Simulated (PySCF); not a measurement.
Electron correlation in S (sulfur, neutral)

Starting occupation: [Ne] 3s2 3p4, 3p1/2 with m_j = -1/2, +1/2, 3p3/2 with m_j = +1/2, +3/2. Calculation: PySCF 2.14, in x2c-QZVPPall-2c (9s7p4d2f1g, 73 functions); X2C-1e with screened-nucleus spin-orbit coupling, Gaussian nucleus. Frozen: [Ne]; 6 electrons correlated; the 10 highest virtual spinors left out.

MP2 pair energies summed by pair of shells (mhartree):

```csv
pair,energy,share (%)
3p-3s,-63.08,47.0
3p-3p,-60.11,44.8
3s-3s,-11.08,8.3
```

Total MP2 correlation energy: -134.27 mhartree.

The GHF reference relaxed away from the jj start to a determinant that is no pure jj level (⟨S²⟩ = 2.00, ⟨J²⟩ = 6.02); the energies belong to that determinant.
